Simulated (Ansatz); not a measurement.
Reaction (ligand exchange at a B–O bond): `OBOBF` + `[OH][SnH3]` → `OB[O][SnH3]` + `OBF`

Isolated molecules relaxed with PBE0-D4/def2-TZVP in Ansatz; ΔE leaves out vibrations. CBS: MP2 limit from def2 TZ/QZ plus the TZ coupled-cluster correction, frozen cores. This one scheme is used for every species. DFT in def2-TZVPP. Elements past krypton have def2 core potentials. For Sn outer-core shells are correlated without core-valence functions, which leaves a few kJ/mol of doubt a bond. One conformer a species, not always the lowest.

```json
{"level": "ωB97X-V", "ΔE (kJ/mol)": "-42.9"}
{"level": "CCSD(T)/def2-TZVPP", "ΔE (kJ/mol)": "-47.0"}
{"level": "MP2/def2-QZVPP", "ΔE (kJ/mol)": "-45.3"}
{"level": "SCS-MP2/def2-QZVPP", "ΔE (kJ/mol)": "-43.5"}
```

**Question.** What does CCSD(T)/CBS give? (Best estimate.)

**Answer.** Ansatz gave: -44.3 kJ/mol. The listed levels differ from it by 1.4, -2.7, -1.0, 0.8 kJ/mol.

Largest T1 diagnostic among the species: 0.014.

In def2-TZVPP, CCSD(T) changes the Hartree–Fock value by −10.3 kJ/mol (the triples alone add −1.6 kJ/mol) and MP2 by −10.5 kJ/mol.
